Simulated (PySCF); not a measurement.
O3V, neutral, multiplicity 2. Atoms are numbered in the order given.

```xyz
4

V      0.0370     0.2484     0.0000
O      0.7707    -0.2488     1.3175
O     -1.6476    -0.2167     0.0000
O      0.7707    -0.2488    -1.3175
```
Charge 0, spin multiplicity 2.

Geometry optimised at B3LYP-D3(BJ)/def2-SVP. The multiplicity is an assumed one; other spin states were not compared.

These are TDA-LC-ωPBE/def2-SVPD run with PySCF 2.14.0 values and carry that method's errors.

Vertical excitations. Isolated molecule, no solvent.

| state | energy (eV) | λ (nm) | f | main pairs |
|---|---|---|---|---|
| root 1 | 0.89 | 1400 | 0.000 | β HOMO−1→LUMO 59 %, β HOMO−3→LUMO 30 % |
| root 2 | 1.53 | 812 | 0.001 | β HOMO−2→LUMO 48 %, β HOMO−5→LUMO 31 % |
| root 3 | 2.63 | 472 | 0.003 | β HOMO→LUMO 85 % |
| root 4 | 3.03 | 409 | 0.001 | α HOMO→LUMO 8 %, β HOMO→LUMO+1 82 % |
| root 5 | 3.37 | 368 | 0.001 | α HOMO→LUMO 81 %, β HOMO→LUMO+1 8 % |
| root 6 | 3.42 | 362 | 0.004 | α HOMO−1→LUMO 8 %, β HOMO−1→LUMO+1 62 % |
| root 7 | 3.67 | 338 | 0.002 | α HOMO→LUMO+1 9 %, α HOMO−3→LUMO 8 %, β HOMO−1→LUMO 15 %, β HOMO−3→LUMO 15 %, β HOMO−5→LUMO 13 %, β HOMO−1→LUMO+3 12 % |
| root 8 | 3.80 | 327 | 0.000 | α HOMO→LUMO+1 24 %, β HOMO→LUMO+2 62 % |
| root 9 | 3.81 | 326 | 0.001 | α HOMO−2→LUMO 10 %, β HOMO−2→LUMO+1 47 %, β HOMO−4→LUMO 9 % |
| root 10 | 3.83 | 324 | 0.000 | β HOMO−2→LUMO 28 %, β HOMO−3→LUMO 21 %, β HOMO−5→LUMO 13 %, β HOMO−2→LUMO+3 10 % |
Unrestricted roots are not spin-pure.
